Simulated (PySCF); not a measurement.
Predicted microwave data (PBE0/pcSseg-1 in PySCF (dipole) on a GFN2-xTB geometry, gas phase) for one isomer of C5H8O3SSi:

* Rotational constants: A = 2073, B = 454.2, C = 419.6 MHz
* Dipole components: |μa| = 0.29 D, |μb| = 0.26 D, |μc| = 0.21 D
* Inertial defect: -152.15 u·Å²
* κ: -0.96

Question: Which candidate fits, each taken in the one conformer that was computed?
A. `[O:1]=[CH:2][O:3]/[CH:4]=[CH:5]/[Si@@H:6]1[O:7][CH2:8][CH2:9][S:10]1` with O1–C2–O3–C4 0°, C2–O3–C4–C5 -178°, C4–C5–Si6–O7 7°, C5–Si6–O7–C8 -113°, Si6–O7–C8–C9 -30°, O7–C8–C9–S10 43°, C8–C9–S10–Si6 -33°
B. `[CH2:1]=[C:2]([O:3][CH:4]=[O:5])[SiH2:6][O:7][C:8]([CH3:9])=[S:10]` with C1–C2–O3–C4 -164°, C2–O3–C4–O5 3°, C1–C2–Si6–O7 -124°, C2–Si6–O7–C8 -93°, Si6–O7–C8–C9 -55°
C. `[CH2:1]=[C:2]([SiH2:3][O:4][C:5]([CH3:6])=[S:7])[C:8](=[O:9])[OH:10]` with C1–C2–Si3–O4 -118°, C2–Si3–O4–C5 -178°, Si3–O4–C5–C6 176°, C1–C2–C8–O9 -170°, C2–C8–O10–H 180°

Answer: A. It is O=CO/C=C/[Si@@H]1OCCS1, a near-prolate asymmetric top, point group C1. The candidates at the same level (rigid rotor, commonest isotopes):

```
                  SMILES  A (MHz)  B (MHz)  C (MHz)  μa (D)  μb (D)  μc (D)  Δ (u·Å²)  point group                        rotor
C=C([SiH2]OC(C)=S)C(=O)O     1995    511.9    461.5    3.22    0.44    2.13   -145.50           C1  near-prolate asymmetric top
  C=C(OC=O)[SiH2]OC(C)=S     1609    700.7    644.7    3.08    0.68    1.84   -251.39           C1               asymmetric top
  O=CO/C=C/[Si@@H]1OCCS1     2073    454.2    419.6    0.29    0.26    0.21   -152.15           C1  near-prolate asymmetric top
```

`C=C(OC=O)[SiH2]OC(C)=S` has B 54 % too high; `C=C([SiH2]OC(C)=S)C(=O)O` has B 13 % too high. No structure here is proved a minimum.
